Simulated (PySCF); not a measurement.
**SmSe: one state, many levels of theory**

State: septet, about 6.0 electrons in the 4f shell (Mulliken), real f orbitals that mix terms. Set-up: PySCF, spin-free X2C with a Gaussian nucleus, basis sets Sm x2c-SVPall, Se x2c-SVPall. De refers to Sm (4f6 6s2) + Se in their high-spin ground configurations, without counterpoise correction. The functionals are run spin-unrestricted. A positive dipole means Sm(−)Se(+). Levels whose curve was spin-contaminated or gave no clean fit are not listed.

```tsv
Level	Re (Å)	ωe (cm⁻¹)	De (eV)	μ (D)	CPU s a point (SCF and correlation, without the integrals)
PBE	2.530	260	4.04	-7.67	13
BP86	2.532	259	3.99	-7.64	9.9
r²SCAN	2.521	266	4.25	-8.18	21
PBE0	2.538	264	3.70	-9.42	17
MN15	2.530	268	2.99	-9.62	19
```

Task: What does the step from GGA to meta-GGA do here, going from PBE to r²SCAN?

Result: r²SCAN less PBE: -0.9 pm in Re, +2.3 % in ωe, +0.21 eV in De. 

Spin–orbit coupling is left out, which matters for elements this heavy, above all for dissociation energies. The state is the lowest single determinant that the PBE0 search found; with open d or f shells the true ground state can be another one.

The whole job (state search and all levels along the bond) took about 27 min on 4 threads of Arm Neoverse V1 (shared host), peak memory 4.4 GiB.
